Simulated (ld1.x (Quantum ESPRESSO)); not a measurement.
# Transferability test, ultrasoft potential for tellurium (Te)

ld1.x (Quantum ESPRESSO) 7.5 input, shortened:

```
&input
   title='Te', zed=52., rel=2, dft='PBESOL', iswitch=3,
   config='[Kr] 4d10 5s2 5p4', rel_dist='average'
 /
 &inputp
   pseudotype=3, tm=.true., lloc=-1, rcloc=1.85,
   nlcc=.true., new_core_ps=.true.,
   which_augfun='PSQ', rmatch_augfun=0.95
 /
6
5S  1  0   2.00   0.00  1.45  1.95  0.0
5S  1  0   0.00  -0.15  1.45  1.95  0.0
5P  2  1   4.00   0.00  1.50  2.05  0.0
5P  2  1   0.00   3.85  1.50  2.05  0.0
4D  3  2  10.00   0.00  0.85  1.20  0.0
4D  3  2   0.00  -1.85  0.85  1.20  0.0
 &test
   configts(1)='4d10 5s2 5p4'
 /
```

Open shells are filled in proportion to 2j + 1 (rel_dist='average').

Energies are relative to the spin-unpolarised reference configuration 4d10 5s2 5p4; without spin polarisation the order of configurations can differ from experiment. Not all tests gave a result: test run stopped at test 6 of 7 (negative rho). The frozen-core shift is the all-electron ΔE with the core orbitals held at their reference shape minus the fully relaxed ΔE.

Problem. Give the all-electron excitation energy and the error of the potential for: 4d10 5s2 5p3; 4d10 5s2 5p2; 4d10 5s2 5p1; 4d10 5s2 5p3.5; 4d10 5s2 5p0.

Solution.

| valence configuration | charge | ΔE all-electron (eV) | error AE − PS (meV) | frozen-core shift (meV) |
| --- | --- | --- | --- | --- |
| 4d10 5s2 5p3 | +1 | 9.774 | +0.2 | +0.1 |
| 4d10 5s2 5p2 | +2 | 27.768 | +0.5 | +0.9 |
| 4d10 5s2 5p1 | +3 | 54.753 | -0.9 | +4.2 |
| 4d10 5s2 5p3.5 | +0.5 | 3.917 | 0.0 | 0.0 |
| 4d10 5s2 5p0 | +4 | 91.313 | -8.3 | +13 |

Levels in the configuration 4d10 5s2 5p1:

```
   level  all-electron (eV)  pseudo (eV)
4d j=3/2            -73.163      -73.177
4d j=5/2            -71.678      -71.691
5s j=1/2            -42.777      -42.780
5p j=1/2            -32.516      -32.519
5p j=3/2            -31.276      -31.279
```
